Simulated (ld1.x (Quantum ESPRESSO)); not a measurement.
**What the settings do to the PAW potential of neodymium (Nd)**

Base potential:

- Element: neodymium
- Generator: ld1.x (Quantum ESPRESSO) 7.5
- Type: PAW
- Functional: LDA (PZ)
- Relativity: scalar-relativistic
- Frozen core: [Kr] 4d10
- Valence charge: 14
- Reference configuration: 4f4 5s2 5p6 5d0.5 6s1.5 6p0
- Partial waves: 5s (bound): rcut 1.90, rcutus 2.15 bohr; 6s (bound): rcut 1.90, rcutus 2.15 bohr; 5p (bound): rcut 2.30, rcutus 2.55 bohr; 6p (bound, empty): rcut 2.30, rcutus 2.55 bohr; 5d (bound): rcut 2.35, rcutus 3.15 bohr; 5d channel at 0.9 Ry: rcut 2.35, rcutus 3.15 bohr; 4f (bound): rcut 1.30, rcutus 1.40 bohr; 4f channel at 1.55 Ry: rcut 1.30, rcutus 1.40 bohr
- Local potential: all-electron potential smoothed inside 2.00 bohr (lloc = -1)
- Core correction: Bessel-smoothed model core inside 0.65 bohr
- Augmentation charge: PSQ, inside the norm-conserving radii

All-electron outer shells of the reference configuration (LDA (PZ), scalar-relativistic, ld1.x):

| shell | level (eV) | outermost node (bohr) | outermost maximum (bohr) |
| --- | --- | --- | --- |
| 4p | -224.87 | 0.32 | 0.59 |
| 4d | -115.96 | 0.29 | 0.62 |
| 5s | -39.92 | 0.72 | 1.32 |
| 5p | -21.54 | 0.77 | 1.50 |
| 6s | -3.42 | 1.78 | 3.78 |
| 5d | -1.69 | 0.88 | 2.29 |
| 4f | -1.33 | – | 0.67 |
| 6p | -1.17 | 2.15 | 5.17 |

Cutoffs, loose and tight: the cutoffs (Ry, on a coarse ladder) from which the occupation-weighted sum of valence levels, in a spherical-Bessel basis at the reference potential, stays within 10 and 1 mRy of its value at 400 Ry. They do not see the model core or the augmentation charge, which bear on the density cutoff. Test errors are all-electron minus pseudo excitation energies from the reference, over the configurations 4f4 5s2 5p6 5d0 6s2 6p0; 4f4 5s2 5p6 5d0 6s1 6p0; 4f4 5s2 5p6 5d0 6s0 6p0; 4f4 5s2 5p6 5d0 6s1.5 6p0; 4f2 5s2 5p6 5d0 6s0 6p0; 4f3 5s2 5p6 5d1 6s1 6p0; 4f3 5s2 5p6 5d1 6s2 6p0 (two spin-polarised tests are not counted in the largest error). A dash means not determined; rows that change the core or the reference have their own tests. The largest error is taken over the tests solved by every variant that gives reliable tests at all: 4f4 5s2 5p6 5d0 6s0 6p0; 4f4 5s2 5p6 5d0 6s1 6p0; 4f4 5s2 5p6 5d0 6s1.5 6p0; 4f4 5s2 5p6 5d0 6s2 6p0.

Cutoffs are not given where the Bessel-basis levels miss the radial ones by over 6 mRy, ghosts where they miss by over 20 mRy; a channel whose overlap is not positive is not tested.

A file whose overlap is not positive is unfit for use, and its test errors describe a broken file.

```tsv
change	outcome	cutoff, loose	cutoff, tight	bound ghosts	largest test error (meV)
base	generated, overlap not positive	–	–	not determined (overlap not positive)	-5.0
local potential all-electron potential smoothed inside 1.34 bohr (lloc = -1)	generated, overlap not positive	–	–	not determined (overlap not positive)	-6.4
local potential all-electron potential smoothed inside 1.66 bohr (lloc = -1)	generated, overlap not positive	–	–	not determined (overlap not positive)	-5.3
local potential all-electron potential smoothed inside 2.30 bohr (lloc = -1)	generated, overlap not positive	–	–	not determined (overlap not positive)	-20
local potential all-electron potential smoothed inside 2.64 bohr (lloc = -1)	generated, overlap not positive	–	–	not determined (overlap not positive)	-3.4
local potential all-electron potential smoothed inside 3.14 bohr (lloc = -1)	generated	70 Ry	110 Ry	none	-6.3
local potential all-electron potential smoothed inside 3.64 bohr (lloc = -1)	generated	70 Ry	110 Ry	none	-6.8
```
